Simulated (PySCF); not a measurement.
MSi anions for M along group 12

PBE0 with double-zeta basis sets in PySCF, for the lowest determinant that a PBE0 search found; no spin–orbit coupling. De refers to high-spin ground-configuration atoms (the charge goes to the atom of lower measured ionisation energy or higher electron affinity, which is not always the lowest computed limit). A positive dipole points towards Si; it is taken about the centre of mass and depends on that origin.

```csv
M,basis,charged atom,state (unpaired electrons),Re (Å),ωe (cm⁻¹),De (eV),μ (D)
Zn,def2-SVPD,Si−,"quartet (σ ↑, π ↑↑)",2.468,236,n/a,-2.35
Cd,def2-SVPD,Si−,"quartet (σ ↑, π ↑↑)",2.703,179,n/a,-4.25
Hg,def2-SVPD,Si−,"quartet (σ ↑, π ↑↑)",2.791,139,n/a,-6.72
```

The shortest bond is that of ZnSi⁻ (2.468 Å), the longest that of SiHg⁻ (2.791 Å).

Relativity is treated differently too: Zn no relativity; Cd scalar-relativistic core potentials; Hg scalar-relativistic core potentials.

De is n/a where a free atom or ion gave no sound limit at this level.

Down a group bonds as a rule get longer and wavenumbers fall, partly through the reduced mass; this series shows no clear exception.

These are scalar-relativistic numbers at best; spin–orbit coupling would shift them, the dissociation energy most. The highest Kohn–Sham level is positive in some of these anions. Much of that is self-interaction error, but it also means that the finite basis helps to hold the extra electron. States were picked by a PBE0 search and need not be the measured ground states.
